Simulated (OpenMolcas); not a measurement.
BSiH3OF2 (SMILES FB(F)O[SiH3]): the vertical ionisation energy from total energies

BSiH3OF2 has 8 atoms, charge 0, and is taken as a singlet. SMILES: `FB(F)O[SiH3]`. Geometry: relaxed at PBE0-D4/def2-TZVP.

Both states at this one shape; open shells run unrestricted unless said. 1 Eh = 27.2114 eV.

```tsv
level	program	singlet BSiH3OF2 (Eh)	doublet [BSiH3OF2]+ (Eh)	HOMO of the first (eV)
HF/cc-pVDZ	OpenMolcas	-589.333033	-588.883726	-13.14
SVWN5/cc-pVDZ	OpenMolcas	-588.004680	-587.584180	-8.07
M06-L/cc-pVDZ	OpenMolcas	-591.231604	-590.803959	-8.40
PBE0/cc-pVDZ	OpenMolcas	-590.834811	-590.396985	-9.52
```

Problem. Work out the vertical ionisation energy at each level.

Solution. 
1. HF/cc-pVDZ: -588.883726 − (-589.333033) = 0.449307 Eh = 12.23 eV; −ε(HOMO) = 13.14 eV.
2. SVWN5/cc-pVDZ: -587.584180 − (-588.004680) = 0.420500 Eh = 11.44 eV; −ε(HOMO) = 8.07 eV.
3. M06-L/cc-pVDZ: -590.803959 − (-591.231604) = 0.427645 Eh = 11.64 eV; −ε(HOMO) = 8.40 eV.
4. PBE0/cc-pVDZ: -590.396985 − (-590.834811) = 0.437826 Eh = 11.91 eV; −ε(HOMO) = 9.52 eV.

No measured value is set beside it here; the levels span 11.44 to 12.23 eV. In Hartree–Fock, −ε(HOMO) (Koopmans) exceeds the difference of totals by the orbital relaxation of the ion. In semi-local functionals −ε(HOMO) lies far under the ionisation energy, a result of self-interaction.
